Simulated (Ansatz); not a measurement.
`[OH][Al]([OH])[O][SiH3]`. The species carries charge 0 and has multiplicity 1.

```xyz
10

O     0.0800   -2.0342    1.7494
Al    0.5054   -0.5118    1.1679
O     1.6119    0.3654    2.0863
O    -0.1423    0.0995   -0.2557
Si   -0.7199    0.7154   -1.6396
H    -0.5378   -2.6028    1.2943
H     1.9133    1.2357    1.8338
H    -0.9917   -0.3745   -2.6150
H    -1.9854    1.4531   -1.3818
H     0.2663    1.6542   -2.2395
```

**Question.** Give the diagnostics of a CCSD(T)/def2-TZVPP run (frozen core, Ansatz). (Estimate.)

**Answer.** The calculation gave: T1 = 0.0121, largest single amplitude 0.024, largest double 0.016, (T) share of the correlation energy 3.2 %, 9 CCSD cycles. The RHF solution is stable towards an unrestricted one. T1 lies under the customary mark of 0.02 for closed shells.
